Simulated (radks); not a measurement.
Values are calculated unless marked as measured or tabulated.
Problem. Coherent X-ray form factor from a spherical all-electron density. Level of theory: scalar-relativistic Kohn-Sham, SCAN, spin-unpolarised, spherical densities, finite nucleus; meta-GGA in the generalised Kohn-Sham scheme; Fermi nuclear charge, rms radius of each element as measured or else 0.836 A^(1/3) + 0.57 fm (a radial shooting solver on a logarithmic mesh with Libxc functionals).

| sin(theta)/lambda (1/angstrom) | f0 (electrons) |
|---|---|
| 0.05 | 37.606 |
| 0.1 | 36.486 |
| 0.15 | 34.807 |
| 0.2 | 32.785 |
| 0.25 | 30.633 |
| 0.3 | 28.518 |
| 0.4 | 24.785 |
| 0.5 | 21.865 |
| 0.6 | 19.586 |
| 0.8 | 15.989 |
| 1 | 12.943 |
| 1.25 | 9.889 |
| 1.5 | 7.827 |
| 2 | 5.803 |

The species is in the configuration that NIST lists as its ground one. Which atom or ion scatters so?

Solution. The molybdenum ion Mo4+, [Kr] 4d2. Extrapolating in s^2 from the first two rows gives f0(0) = 38.0, near the electron count 38; among species with that count, the fall with angle is slower the higher Z, and the table is that of Z = 42; from so few rows the species is fixed only to a neighbour or two.
